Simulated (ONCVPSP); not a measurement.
Mo: variants of one ONCV potential

Base potential:

| Item | Value |
| --- | --- |
| Element | molybdenum (Mo) |
| Generator | ONCVPSP 4.0.1 |
| Type | optimised norm-conserving Vanderbilt (ONCV) |
| Functional | PBE |
| Relativity | scalar-relativistic |
| Frozen core | [Ar] 3d10 |
| Valence charge | 14 |
| Reference configuration | 4s2 4p6 4d5 5s0.5 (charge +0.5) |
| Partial waves | 4s+5s: rc 1.65 bohr, ncon 4, nbas 8, qcut 8 1/bohr, 2 projectors; 4p: rc 2.00 bohr, ncon 5, nbas 8, qcut 7.9 1/bohr, 3 projectors, debl 0.6 Ha; 4d: rc 1.85 bohr, ncon 4, nbas 9, qcut 7.3 1/bohr, 2 projectors, debl 2.4 Ha; f scattering state at 0.02 Ha: rc 1.85 bohr, ncon 4, nbas 7, qcut 5.9 1/bohr, 2 projectors, debl 3.8 Ha |
| Local potential | polynomial inside 1.20 bohr (lpopt 5, dvloc0 6 Ha) |
| Core correction | none |

In the p channel the program set the typed energies aside and used -1.533, 0.250, 0.850 Ha.

All-electron outer shells of the reference configuration (PBE, scalar-relativistic, ld1.x):

| shell | level (eV) | outermost node (bohr) | outermost maximum (bohr) |
| --- | --- | --- | --- |
| 3d | -224.15 | – | 0.32 |
| 4s | -67.56 | 0.51 | 0.99 |
| 4p | -41.72 | 0.52 | 1.08 |
| 4d | -6.94 | 0.53 | 1.38 |
| 5s | -6.86 | 1.34 | 2.86 |

Cutoffs, loose and tight: the cutoffs (Ha) at which the residual kinetic energy of the hardest occupied pseudo-wave falls to 1 and 0.1 mHa per electron. They do not see the model core or the augmentation charge, which bear on the density cutoff. Test errors are all-electron minus pseudo excitation energies from the reference, over the configurations 4s2 4p6 4d5 5s1; 4s2 4p6 4d5 5s0; 4s2 4p6 4d4 5s0; 4s2 4p6 4d6 5s0. A dash means not determined; rows that change the core or the reference have their own tests.

For the base: The cutoffs count occupied waves only; projector 2 of the f channel, the hardest unoccupied one, needs 71 Ha at the loose tolerance.

```csv
change,outcome,"cutoff, loose","cutoff, tight",bound ghosts,GHOST(+) flags above zero,largest test error (meV)
base,"generated, projector energies reset by the program",22 Ha,26 Ha,none,none,-1.8
d: qcut 6.9,"generated, projector energies reset by the program",22 Ha,26 Ha,none,d,-3.7
d: qcut 7.8,"generated, projector energies reset by the program",22 Ha,26 Ha,none,none,-1.8
d: qcut 8.5,"generated, projector energies reset by the program",22 Ha,26 Ha,none,none,-1.8
d: qcut 10.8,"generated, projector energies reset by the program",23 Ha,29 Ha,none,none,-1.8
```

Question: What comes out with this change to the base: d: qcut 4.5?

Answer: outcome: generated, projector energies reset by the program; cutoff, loose: 74 Ha; cutoff, tight: 91 Ha; bound ghosts: none; GHOST(+) flags above zero: none; largest test error (meV): +1.8.

Question: What comes out with this change to the base: d: qcut 9.9?

Answer: outcome: generated, projector energies reset by the program; cutoff, loose: 22 Ha; cutoff, tight: 28 Ha; bound ghosts: none; GHOST(+) flags above zero: none; largest test error (meV): -1.8.

Question: What comes out with this change to the base: d: qcut 5.7?

Answer: outcome: generated, projector energies reset by the program; cutoff, loose: 22 Ha; cutoff, tight: 53 Ha; bound ghosts: none; GHOST(+) flags above zero: none; largest test error (meV): -1.4.

Reading the sweep of the qcut of the d channel (base included, trends over the rows without a ghost): The loose cutoff is not monotonic: lowest 22 Ha at 5.7 1/bohr, highest 74 Ha at 4.5 1/bohr. The median size of the test errors (rows with all tests solved) stays near 0.7 meV.
